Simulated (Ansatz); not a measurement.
Input for Ansatz (a first-principles code): U-CCSD(T)/def2-SVP on CdFHO (SMILES [OH][Cd][F]), a point of a bond scan (R = 1.686 Å). Elements past Kr take the def2 small-core potentials; no spin–orbit coupling.

Ansatz 0.2 input:
```yaml
crystal:
  periodic: [false, false, false]
  atoms:
    - {symbol: Cd, position_ang: [0.00856396, 0.00630545, -0.00125543]}
    - {symbol: F, position_ang: [1.25509041, 0.92057288, -1.17515466]}
    - {symbol: O, position_ang: [-1.31759942, -0.96697864, 1.07688400]}
    - {symbol: H, position_ang: [-1.05245510, -0.76574588, 2.73010289]}
basis:
  gaussian:
    orbitals: def2-SVP
correlation: {method: ccsd_t, electrons: outside_noble_gas}
scf: {omitted_lower_state_checks: [cluster_reference]}
magnetization: {spin_polarized: true, initial_magnetization: 0}
```

The head of its log:

```
WARN ansatz: RAYON_NUM_THREADS=1 ignored (pool sized by the plan → 1); use --threads N
Functional definition: HF
these checks for a lower state are left out or cut short: cluster_reference
integrals: 0.06 GiB planned
634 factors; integrals over basis functions are off by at most 1.0e-3 eV
mean field: 0.20 GiB planned
mean field evaluation 1: about -9283.7801 eV, gradient 3.6e1 eV
mean field evaluation 2: about -9283.9945 eV, gradient 3.7e1 eV
mean field evaluation 4: about -9289.9289 eV, gradient 4.7e0 eV
mean field evaluation 8: about -9290.1186 eV, gradient 7.4e-1 eV
mean field evaluation 16: about -9290.1297 eV, gradient 2.5e-6 eV
mean field evaluation 32: about -9290.8831 eV, gradient 1.1e0 eV
mean field evaluation 64: about -9290.3773 eV, gradient 1.6e0 eV
mean field evaluation 96: about -9290.4267 eV, gradient 2.5e-3 eV
mean field evaluation 128: about -9289.7611 eV, gradient 7.8e-1 eV
mean field -9291.29026276 eV, -341.4486192937 hartree, gradient 5.5e-6 eV, S^2 0.752184; 11 other end points of the search recorded, 0 dependent functions left out
6 core orbitals not correlated
reference -9291.29026276 eV, -341.4486192937 hartree; 13, 13 occupied and 45, 45 virtual orbitals, 634 factors
```

### Question
What total energy does the run end on?

### Answer
-342.1139 hartree (reference determinant -341.4486, T1 diagnostic 0.061). Its determinant has ⟨S²⟩ = 0.75, a mixture of spin states.
